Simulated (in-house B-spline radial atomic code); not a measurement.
A fraction x of an electron is removed from 4p in Rb²⁺, starting from [Ar] 3d10 4s2 4p5 and keeping the highest spin. Level of theory: scalar-relativistic (X2C) LC-wPBE, spin-polarised, spherical fractional occupations, Fermi nucleus of rms radius 4.2036 fm; calculated with a B-spline radial code for spherical atoms.

Caution: exact exchange at fractional occupations of open shells leaves self-interaction of up to several eV.

| x | E(x) - E(0) (eV) | 4p down level (eV) |
| --- | --- | --- |
| 0 | 0.0000 | -34.925 |
| 0.11 | 3.8955 | -35.904 |
| 0.23 | 8.2685 | -36.980 |
| 0.34 | 12.3910 | -37.973 |
| 0.47 | 17.4041 | -39.154 |
| 0.5 | 18.5828 | -39.427 |
| 0.54 | 20.1672 | -39.793 |
| 0.71 | 27.0647 | -41.355 |
| 0.84 | 32.5191 | -42.558 |
| 0.89 | 34.6586 | -43.023 |
| 1 | 39.4476 | -44.050 |

The exact functional would give a straight line between the two integer points. Deviations E(x) - E(0) - x[E(1) - E(0)], in eV: -0.444 at x = 0.11, -0.804 at x = 0.23, -1.021 at x = 0.34, -1.136 at x = 0.47, -1.141 at x = 0.5, -1.135 at x = 0.54, -0.943 at x = 0.71, -0.617 at x = 0.84, -0.45 at x = 0.89.

The curve lies below the straight line by up to 1.141 eV (at x = 0.5): convex, the delocalisation error, to which spherically averaged exact exchange adds.

**Question.** How well does Slater's transition state (minus the level at half occupation) give the ionisation energy?

**Answer.** It gives 39.427 eV against 39.448 eV from the two total energies; NIST lists 39.25 eV, ground level to ground level. The end point has an open shell averaged over its orbitals, so its exact exchange keeps a self-interaction and this is no true integer point.
